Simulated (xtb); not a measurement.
CH6ClFSi2, SMILES F[Si@@]([SiH3])(C)Cl. All values are semi-empirical tight-binding results from xtb (GFN2-xTB unless named), good for trends rather than for accurate numbers. Geometry optimised at GFN2-xTB. The structure was generated by enumeration; whether it is a known compound was not checked.

Computed properties:
| Item | Result |
|---|---|
| orbital gap | 4.54 eV |
| dipole moment | 2.21 D |
| zero-point energy | 40.6 kcal/mol |
| G − E(el) at 298.15 K (modified RRHO) | 18.8 kcal/mol |
| static polarisability (D4 model) | 86.0 bohr³ |
| solvation energy, GFN2-xTB/ALPB(water) | -1.7 kcal/mol |
| solvation energy, GFN2-xTB/ALPB(acetone) | -4.8 kcal/mol |
